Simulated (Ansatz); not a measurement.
Q: Name a neutral molecule of C, O, S, Si and H with LUMO energy (PBE/def2-TZVPP) between -2.50 and -2.20 eV and HOMO–LUMO gap (PBE0/def2-TZVPP) between 4.85 and 5.15 eV (Ansatz, PBE0-D4/def2-TZVP geometry).

A: `CC(=S)O[SiH2]O` (-2.45 eV, 4.89 eV). Other molecules can fit too; these were computed, each in one conformer that needn't be the lowest.
